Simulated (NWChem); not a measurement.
All runs are NWChem calculations. System: C2H2Cl, charge 0, spin multiplicity 2, at a geometry optimised with UPBE0/def2-SVP. The structure started from a generated list of species. Its SCF solution wasn't tested for a lower state. Level: G0W0@ULDA (SVWN5)/def2-TZVP, RI basis def2-tzvp-rifit.

NWChem printed:

```
             Northwest Computational Chemistry Package (NWChem) 7.3.0
             --------------------------------------------------------

                                NWChem Input Module
                                -------------------

 Scaling coordinates for geometry "geometry" by  1.889725989
 (inverse scale =  0.529177249)

 Turning off AUTOSYM since
 SYMMETRY directive was detected!

                             Geometry "geometry" -> ""
                             -------------------------

 Output coordinates in angstroms (scale by  1.889725989 to convert to a.u.)

  No.       Tag          Charge          X              Y              Z
 ---- ---------------- ---------- -------------- -------------- --------------
    1 C                    6.0000     1.69204300    -0.33524400     0.00000000
    2 C                    6.0000     0.43602000    -0.70152200     0.00000000
    3 Cl                  17.0000    -0.89345100     0.43591300     0.00000000
    4 H                    1.0000     2.31712800     0.55431200     0.00000000
    5 H                    1.0000     0.10316600    -1.74423100     0.00000000

 Effective nuclear repulsion energy (a.u.)      80.8548697747

            Nuclear Dipole moment (a.u.)
            ----------------------------
        X                 Y               Z
 ---------------- ---------------- ----------------
     0.0000094486     0.0000113384     0.0000000000

      Symmetry information
      --------------------

 Group name             Cs
 Group number              2
 Group order               2
 No. of unique centers     5

      Symmetry unique atoms

     1    2    3    4    5


 Summary of "ao basis" -> "" (spherical)
 ------------------------------------------------------------------------------
       Tag                 Description            Shells   Functions and Types
 ---------------- ------------------------------  ------  ---------------------
 *                         def2-tzvp                  on all atoms

 new library libraries.bse/

 Summary of "ri basis" -> "" (spherical)
 ------------------------------------------------------------------------------
       Tag                 Description            Shells   Functions and Types
 ---------------- ------------------------------  ------  ---------------------
 *                      def2-tzvp-rifit               on all atoms

                                 NWChem DFT Module
                                 -----------------

 Summary of "ao basis" -> "ao basis" (spherical)
 ------------------------------------------------------------------------------
       Tag                 Description            Shells   Functions and Types
 ---------------- ------------------------------  ------  ---------------------
 C                         def2-tzvp                11       31   5s3p2d1f
 Cl                        def2-tzvp                13       37   5s5p2d1f
 H                         def2-tzvp                 4        6   3s1p

 Summary of "ao basis" -> "ao basis" (spherical)
 ------------------------------------------------------------------------------
       Tag                 Description            Shells   Functions and Types
 ---------------- ------------------------------  ------  ---------------------
 C                         def2-tzvp                11       31   5s3p2d1f
 Cl                        def2-tzvp                13       37   5s5p2d1f
 H                         def2-tzvp                 4        6   3s1p

      Symmetry analysis of basis
      --------------------------

        a'         77
        a"         34

            General Information
            -------------------
          SCF calculation type: DFT
          Wavefunction type:  spin polarized.
          No. of atoms     :     5
          No. of electrons :    31
           Alpha electrons :    16
            Beta electrons :    15
          Charge           :     0
          Spin multiplicity:     2
          Use of symmetry is: on ; symmetry adaption is: on
          Maximum number of iterations: 100
          This is a Direct SCF calculation.
          AO basis - number of functions:   111
                     number of shells:    43
[...]
    81      0.435408  3 Cl py                80     -0.420692  3 Cl px
    13      0.271175  1 C  py                37     -0.261480  2 C  px

   alpha - beta orbital overlaps
   -----------------------------

   alpha      1      2      3      4      5      6      7      8      9     10
    beta      1      2      3      4      5      6      7      8      9     10
 overlap   1.000  1.000  1.000  1.000  0.999  1.000  0.999  0.999  0.997  0.995

   alpha     11     12     13     14     15     16     17     18     19     20
    beta     11     12     13     14     15     16     17     18     19     20
 overlap   0.992  0.989  0.999  0.998  0.997  0.990  0.997  0.995  0.996  0.997

   alpha     21     22     23     24     25     26     27     28     29     30
    beta     21     22     23     24     25     26     27     28     29     30
 overlap   0.997  0.978  0.996  0.964  0.962  0.978  0.996  0.966  1.000  0.990

   alpha     31     32     33     34     35     36     37     38     39     40
    beta     31     32     33     34     35     36     37     38     39     40
 overlap   0.997  0.999  0.997  0.999  0.997  0.997  0.984  0.986  0.994  0.998

   alpha     41     42     43     44     45     46     47     48     49     50
    beta     41     42     43     44     45     46     47     48     49     50
 overlap   0.995  0.995  0.998  0.994  0.998  0.916  0.917  0.999  0.995  0.998

   alpha     51     52     53     54     55     56     57     58     59     60
    beta     51     52     53     54     55     56     57     58     59     60
 overlap   0.990  0.997  0.985  0.978  0.997  0.998  0.999  0.994  0.998  0.985

   alpha     61     62     63     64     65     66     67     68     69     70
    beta     61     62     63     64     65     66     68     67     69     70
 overlap   0.997  0.988  0.995  0.999  1.000  0.998  0.998  1.000  1.000  0.997

   alpha     71     72     73     74     75     76     77     78     79     80
    beta     71     72     73     74     75     76     77     78     79     80
 overlap   0.998  0.983  0.983  1.000  1.000  0.999  0.998  0.995  0.999  0.994

   alpha     81     82     83     84     85     86     87     88     89     90
    beta     81     82     83     84     85     86     87     88     89     90
 overlap   0.996  0.995  0.988  0.991  0.972  0.975  0.978  0.965  0.983  0.978

   alpha     91     92     93     94     95     96     97     98     99    100
    beta     91     92     93     94     95     96     97     98     99    100
 overlap   0.984  0.998  0.987  0.988  0.998  0.999  0.998  1.000  1.000  0.999

   alpha    101    102    103    104    105    106    107    108    109    110
    beta    101    102    103    104    105    106    107    108    109    110
 overlap   1.000  1.000  0.999  0.999  0.999  1.000  1.000  1.000  1.000  1.000

   alpha    111
    beta    111
 overlap   1.000

     --------------------------
     Expectation value of S2:
     --------------------------
      <S2> =      0.7574 (Exact =     0.7500)

 center of mass
 --------------
 x =  -0.10123341 y =   0.04967072 z =   0.00000000

 moments of inertia (a.u.)
 ------------------
          61.539176230023          81.769261214162           0.000000000000
          81.769261214162         249.254335992472           0.000000000000
           0.000000000000           0.000000000000         310.793512222495

     Multipole analysis of the density
     ---------------------------------

     L   x y z        total         alpha         beta         nuclear
     -   - - -        -----         -----         ----         -------
     0   0 0 0     -0.000000    -16.000000    -15.000000     31.000000

     1   1 0 0      0.262785     -1.387563      1.650339      0.000009
     1   0 1 0     -0.109853      0.374293     -0.484157      0.000011
     1   0 0 1     -0.000000     -0.000000     -0.000000      0.000000

     2   2 0 0    -17.630524    -81.989586    -68.730194    133.089256
     2   1 1 0      1.390846     21.872328     17.926101    -38.407583
     2   1 0 1      0.000000      0.000000      0.000000      0.000000
     2   0 2 0    -17.086200    -28.119528    -25.416797     36.450125
     2   0 1 1     -0.000000      0.000000     -0.000000      0.000000
     2   0 0 2    -19.676930    -10.193408     -9.483523      0.000000

 Task  times  cpu:        9.1s     wall:        9.1s

                                NWChem Input Module
                                -------------------

                                 NWChem GW Module
                                 ----------------

                             ***********************
                             ***        GW       ***
                             ***********************

 Summary of "ri basis" -> "ri basis" (spherical)
 ------------------------------------------------------------------------------
       Tag                 Description            Shells   Functions and Types
 ---------------- ------------------------------  ------  ---------------------
 C                      def2-tzvp-rifit             22       76   8s6p4d3f1g
 Cl                     def2-tzvp-rifit             29      113   9s7p6d5f2g
 H                      def2-tzvp-rifit              7       15   4s2p1d

                 Memory Information
                 ------------------
          Available GA per process is          1699.8 MBs
          Available stack per process is        700.0 MBs
          Available heap per process is           0.0 MBs

          Peak memory in Initialization
              Peak GA per process is                  9.5 MBs
              Peak stack per process is               0.1 MBs
              Peak heap per process is                9.8 MBs
              Memory not in MA per process            0.0 MBs

          Peak memory in AFF Calculation
              Peak GA per process is                 82.1 MBs
              Peak stack per process is              66.8 MBs
              Peak heap per process is                0.0 MBs
              Memory not in MA per process           66.8 MBs

          Computing 2-center integrals
          Computing Inverse Cholesky factor
          Computing 3-center integrals
          Computing V_xc ...

          Computing Sigma_x
          Computing RPA polarizability
          Solving quasiparticle equations

                  Alpha Orbitals
          State     Energy (eV)     Error (eV)
          -----------------------------------
@GW        13        -12.180           0.002
@GW        14        -11.063           0.004
@GW        15         -9.960           0.003
@GW        16         -9.283           0.004
@GW        17          1.641           0.002
@GW        18          3.089           0.002

                   Beta Orbitals
          State     Energy (eV)     Error (eV)
          -----------------------------------
@GW        12        -14.571           0.002
@GW        13        -12.080           0.003
@GW        14        -10.915           0.005
@GW        15         -9.693           0.002
@GW        16         -1.442           0.002
@GW        17          1.955           0.003

   Applying  -3.0678 eV scissor-shift to rest of particle states

   Applying   3.3077 eV scissor-shift to rest of hole states

   Applying  -3.0977 eV scissor-shift to rest of particle states

   Applying   3.1060 eV scissor-shift to rest of hole states

     GW Timing Statistics
   ------------------------
   Init.   :          0.0s
     ERIs  :          0.5s
     Distr.:          0.0s
     Vxc   :          0.1s
   Sigma_x :          0.0s
   RPA     :          4.0s
   Wmn     :          0.1s
   Sigma_c :          0.1s
   GW total:          4.8s

 Task  times  cpu:        4.8s     wall:        4.8s

 Total times  cpu:       13.9s     wall:       13.9s
```

Write an NWChem input that would produce this output.

One answer among several that fit: 
```
start mol
memory heap 200 mb stack 700 mb global 1700 mb
geometry units angstroms nocenter noautoz
  C      1.692043    -0.335244     0.000000
  C      0.436020    -0.701522     0.000000
  Cl    -0.893451     0.435913     0.000000
  H      2.317128     0.554312     0.000000
  H      0.103166    -1.744231     0.000000
  symmetry group Cs
end
basis spherical
  * library def2-tzvp
end
basis "ri basis" bse spherical
  * library def2-tzvp-rifit
end
dft
  xc slater vwn_5
  odft
  mult 2
  iterations 100
  direct
  tolerances tight
end
task dft energy
gw
  states alpha occ 4 vir 2
  states beta occ 4 vir 2
end
task dft gw
```
